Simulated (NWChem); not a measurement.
Program: NWChem. System: CCl$_{2}$, charge 0, spin multiplicity 1, displaced from the optimised geometry. The structure started from a generated list of species. Level: LDA (SVWN5)/def2-TZVP.

NWChem printed:

```
             Northwest Computational Chemistry Package (NWChem) 7.3.0
             --------------------------------------------------------

                                NWChem Input Module
                                -------------------

 Scaling coordinates for geometry "geometry" by  1.889725989
 (inverse scale =  0.529177249)

 Turning off AUTOSYM since
 SYMMETRY directive was detected!

                             Geometry "geometry" -> ""
                             -------------------------

 Output coordinates in angstroms (scale by  1.889725989 to convert to a.u.)

  No.       Tag          Charge          X              Y              Z
 ---- ---------------- ---------- -------------- -------------- --------------
    1 Cl                  17.0000     1.44499000     0.00000000    -0.15341200
    2 C                    6.0000     0.00000000     0.00000000     0.86933500
    3 Cl                  17.0000    -1.44499000     0.00000000    -0.15341200

 Effective nuclear repulsion energy (a.u.)     113.8972337805

            Nuclear Dipole moment (a.u.)
            ----------------------------
        X                 Y               Z
 ---------------- ---------------- ----------------
     0.0000000000     0.0000000000     0.0000037795

      Symmetry information
      --------------------

 Group name             C2v
 Group number             16
 Group order               4
 No. of unique centers     2

      Symmetry unique atoms

     1    2


 Summary of "ao basis" -> "" (spherical)
 ------------------------------------------------------------------------------
       Tag                 Description            Shells   Functions and Types
 ---------------- ------------------------------  ------  ---------------------
 *                         def2-tzvp                  on all atoms

                                 NWChem DFT Module
                                 -----------------

 Summary of "ao basis" -> "ao basis" (spherical)
 ------------------------------------------------------------------------------
       Tag                 Description            Shells   Functions and Types
 ---------------- ------------------------------  ------  ---------------------
 Cl                        def2-tzvp                13       37   5s5p2d1f
 C                         def2-tzvp                11       31   5s3p2d1f

 Summary of "ao basis" -> "ao basis" (spherical)
 ------------------------------------------------------------------------------
[...]
           0.000000000000           0.000000000000         521.481253205278

     Multipole analysis of the density
     ---------------------------------

     L   x y z        total         alpha         beta         nuclear
     -   - - -        -----         -----         ----         -------
     0   0 0 0     -0.000000    -20.000000    -20.000000     40.000000

     1   1 0 0     -0.000000     -0.000000     -0.000000      0.000000
     1   0 1 0     -0.000000     -0.000000     -0.000000      0.000000
     1   0 0 1     -0.438326     -0.219165     -0.219165      0.000004

     2   2 0 0    -21.440683   -137.478604   -137.478604    253.516524
     2   1 1 0      0.000000      0.000000      0.000000      0.000000
     2   1 0 1     -0.000000     -0.000000     -0.000000      0.000000
     2   0 2 0    -22.324439    -11.162220    -11.162220      0.000000
     2   0 1 1     -0.000000     -0.000000     -0.000000      0.000000
     2   0 0 2    -24.642712    -21.846560    -21.846560     19.050408

            General Information
            -------------------
          SCF calculation type: DFT
          Wavefunction type:  closed shell.
          No. of atoms     :     3
          No. of electrons :    40
           Alpha electrons :    20
            Beta electrons :    20
          Charge           :     0
          Spin multiplicity:     1
          Use of symmetry is: on ; symmetry adaption is: on
          Maximum number of iterations: 100
          AO basis - number of functions:   105
                     number of shells:    37
          Convergence on energy requested:  1.00D-06
          Convergence on density requested:  1.00D-05
          Convergence on gradient requested:  5.00D-04

              XC Information
              --------------
                        Slater Exchange Functional  1.000 local
                      VWN V Correlation Functional  1.000 local

             Grid Information
             ----------------
          Grid used for XC integration:  fine
          Radial quadrature: Mura-Knowles
          Angular quadrature: Lebedev.
          Tag              B.-S. Rad. Rad. Pts. Rad. Cut. Ang. Pts.
          ---              ---------- --------- --------- ---------
          Cl                  1.00      123          10.0       770
          C                   0.70       70           8.0       590
          Grid pruning is: on
          Number of quadrature shells:   193
          Spatial weights used:  Erf1

          Convergence Information
          -----------------------
          Convergence aids based upon iterative change in
          total energy or number of iterations.
          Levelshifting, if invoked, occurs when the
          HOMO/LUMO gap drops below (HL_TOL):  1.00D-02
          DIIS, if invoked, will attempt to extrapolate
          using up to (NFOCK): 10 stored Fock matrices.

                    Damping( 0%)  Levelshifting(0.5)       DIIS
                  --------------- ------------------- ---------------
          dE  on:    start            ASAP                start
          dE off:    2 iters        100 iters           100 iters

      Screening Tolerance Information
      -------------------------------
          Density screening/tol_rho:  1.00D-10
          AO Gaussian exp screening on grid/accAOfunc:  14
          CD Gaussian exp screening on grid/accCDfunc:  20
          XC Gaussian exp screening on grid/accXCfunc:  20
          Schwarz screening/accCoul:  1.00D-08

                            NWChem DFT Gradient Module
                            --------------------------

  charge          =   0.00
  wavefunction    = closed shell

  Using symmetry

                         DFT ENERGY GRADIENTS

    atom               coordinates                        gradient
                 x          y          z           x          y          z
   1 Cl      2.730635   0.000000  -0.289907    0.021432   0.000000  -0.011148
   2 C       0.000000   0.000000   1.642805    0.000000   0.000000   0.022296
   3 Cl     -2.730635   0.000000  -0.289907   -0.021432  -0.000000  -0.011148

                 ----------------------------------------
                 |  Time  |  1-e(secs)   |  2-e(secs)   |
                 ----------------------------------------
                 |  CPU   |       0.01   |       6.61   |
                 ----------------------------------------
                 |  WALL  |       0.01   |       6.61   |
                 ----------------------------------------

 Task  times  cpu:       15.0s     wall:       15.0s

 Total times  cpu:       15.1s     wall:       15.1s
```

**Question.** Write an NWChem input that would produce this output.

**Answer.** One answer among several that fit: 
```
start mol
memory heap 200 mb stack 900 mb global 1100 mb
geometry units angstroms nocenter noautoz
  Cl     1.444990     0.000000    -0.153412
  C      0.000000     0.000000     0.869335
  Cl    -1.444990     0.000000    -0.153412
  symmetry group C2v
end
basis spherical
  * library def2-tzvp
end
dft
  xc slater vwn_5
  semidirect memsize 60000000 filesize 0
  iterations 100
  grid fine
end
task dft gradient
```
